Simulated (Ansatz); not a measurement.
Compare A (`CO[SiH2]N[SiH2]O`) with its isomer B (`CO[SiH](N)O[SiH3]`).

Isolated molecules relaxed with PBE0-D4/def2-TZVP in Ansatz; ΔE leaves out vibrations. CCSD(T)/CBS is the MP2 limit (def2-TZVPP, def2-QZVPP) plus CCSD(T) − MP2 in def2-TZVPP, frozen cores. Functionals use def2-TZVPP. B3LYP here is the variant with VWN-RPA as its local correlation; programs differ in this. Each species was taken in one conformer, which may not be the lowest.

A:

Z-matrix (Å, degrees):
```
C
O 1 1.412
H 1 1.096 2 111.3
H 1 1.096 2 111.6 3 121.3
H 1 1.091 2 108.4 3 -119.2
Si 2 1.654 1 121.6 3 -59.9
N 6 1.718 2 111.1 1 -68.3
H 6 1.477 2 103.3 1 171.0
H 6 1.488 2 110.3 1 50.4
Si 7 1.729 6 123.7 2 -54.4
H 7 1.009 6 117.1 2 112.8
O 10 1.640 7 107.3 6 9.8
H 10 1.490 7 108.0 6 132.5
H 10 1.483 7 114.0 6 -106.7
H 12 0.963 10 117.0 7 34.8
```

B:

Z-matrix (Å, degrees):
```
C
O 1 1.411
H 1 1.095 2 110.8
H 1 1.095 2 111.6 3 -121.2
H 1 1.092 2 108.4 3 118.9
Si 2 1.632 1 124.5 3 82.2
O 6 1.634 2 112.8 1 -65.0
N 6 1.702 2 111.2 1 51.6
H 6 1.478 2 103.1 1 176.8
Si 7 1.634 6 142.9 2 -45.0
H 8 1.006 6 120.2 2 -143.4
H 8 1.006 6 122.0 2 65.1
H 10 1.487 7 110.3 6 68.2
H 10 1.484 7 108.2 6 -172.3
H 10 1.487 7 110.8 6 -52.5
```

Task: Which isomer does CCSD(T)/CBS put lower? Give the gap. (An estimate is asked.)

Result: The calculation gave: B, by 14.7 kcal/mol.

Task: Give E(B) − E(A) in kcal/mol with ωB97M-V, r2SCAN-D4, B2PLYP, HF/def2-TZVPP, B3LYP, CCSD/def2-TZVPP, PBE0-D4. (Estimate.)

Result: Computed: ωB97M-V -14.3, r2SCAN-D4 -14.5, B2PLYP -15.5, HF/def2-TZVPP -19.1, B3LYP -16.0, CCSD/def2-TZVPP -15.4, PBE0-D4 -13.8. None reverses the order clearly.

Largest T1 diagnostic: 0.011.

From PBE to PBE0 (25 % exact exchange), in def2-TZVPP and without D4, E(B) − E(A) moves by −0.9 kcal/mol. The D4 term adds +0.9 kcal/mol with B3LYP and +0.4 kcal/mol with PBE0; it sums over pairs of atoms, weighted by their polarisabilities, and B3LYP, whose exchange is more repulsive, gets the larger term.
